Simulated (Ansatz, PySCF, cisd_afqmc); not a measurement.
Species: BeF, charge 0, doublet. BeF (SMILES [Be][F], doublet).
B3LYP-D3(BJ)/def2-TZVP minimum from Ansatz (a program for electronic structure):
```xyz
2

Be     0.0000     0.0000    -0.9505
F      0.0000     0.0000     0.4225
```
Charge 0, spin multiplicity 2.

Atomisation energy term by term, kcal/mol (programs: Ansatz, cisd_afqmc). Open shells are spin-unrestricted; no spin-orbit coupling. Cores are frozen in correlated methods. No relativity. AFQMC is phaseless with a CISD trial state; ± is one standard error, without the phaseless bias. Outlying blocks are dropped, and bars are widened where a walk drifts. Over all cases where full CI ran beside it in this data, AFQMC minus full CI had a median of +0.1 mEh and passed +0.4 mEh in a tenth of the cases. CBS(X,Y): correlation extrapolated as X^-3, Hartree-Fock from the larger set. A bracket is a step between two methods taken in the basis named. Full CI freezes restricted core orbitals, also for open shells; the composite that ends in it estimates full CI at the basis-set limit. For partners of very few electrons the exact lower level stands in for a higher one. The restricted determinant of Be ([Be], singlet) is unstable towards broken spin symmetry in at least one set run. The spin of BeF ([Be][F], doublet) was assumed, and the state is the lowest solution found for it.

| term | basis | kcal/mol |
|---|---|---|
| Hartree-Fock | def2-QZVPP | 114.03 |
| CCSD correlation | CBS(def2-TZVPP,def2-QZVPP) | 18.35 |
| (T) | CBS(def2-TZVPP,def2-QZVPP) | 3.34 |
| CCSDT(Q) - CCSD(T) | def2-QZVPP | 0.05 |
| FCI - CCSDT(Q) | def2-SVP | -0.02 |
| minus zero-point energy | Hessian by PySCF at B3LYP-D3(BJ)/def2-TZVP | -1.75 |
| sum: D0 |  | 134.0 |

The step beyond CCSD(T) by other levels: FCI in def2-SVP 0.31; CCSDTQ in def2-SVP 0.30; AFQMC/CISD in def2-SVP 0.37 ± 0.23; CCSDT(Q) in def2-SVP 0.33; CCSDTQ in def2-TZVPP 0.08; CCSDT(Q) in def2-TZVPP 0.10 kcal/mol.
